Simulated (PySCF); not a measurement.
VOCl2, SMILES [Cl][V]([Cl])=[O] (connectivity only; charge and spin as stated), neutral, multiplicity 2. Atoms are numbered in the order given.

```xyz
4

V      0.0000     0.0000    -0.3102
O      0.0000     0.0000    -1.8736
Cl     0.0000    -1.9447     0.6507
Cl     0.0000     1.9447     0.6507
```
Charge 0, spin multiplicity 2.

The structure is a stationary point at PBE-D3(BJ)/def2-SVP. The spin state was assumed, not searched.

The numbers are results of PBE-D3(BJ)/def2-SVP (PySCF), not measurements.

Frequencies are harmonic and unscaled.

```json
[
 {"mode": "1", "ν (cm⁻¹)": "36", "IR (km/mol)": "27.0", "moving atoms (share of kinetic energy)": "V 58 %, O 27 %, Cl 16 %"},
 {"mode": "2", "ν (cm⁻¹)": "115", "IR (km/mol)": "1.4", "moving atoms (share of kinetic energy)": "Cl 68 %, V 24 %, O 8 %"},
 {"mode": "3", "ν (cm⁻¹)": "224", "IR (km/mol)": "0.2", "moving atoms (share of kinetic energy)": "O 70 %, Cl 27 %"},
 {"mode": "4", "ν (cm⁻¹)": "379", "IR (km/mol)": "13.5", "moving atoms (share of kinetic energy)": "Cl 81 %, V 14 %"},
 {"mode": "5", "ν (cm⁻¹)": "513", "IR (km/mol)": "105.1", "moving atoms (share of kinetic energy)": "V 59 %, Cl 38 %"},
 {"mode": "6", "ν (cm⁻¹)": "1106", "IR (km/mol)": "144.9", "moving atoms (share of kinetic energy)": "O 75 %, V 25 %"}
]
```
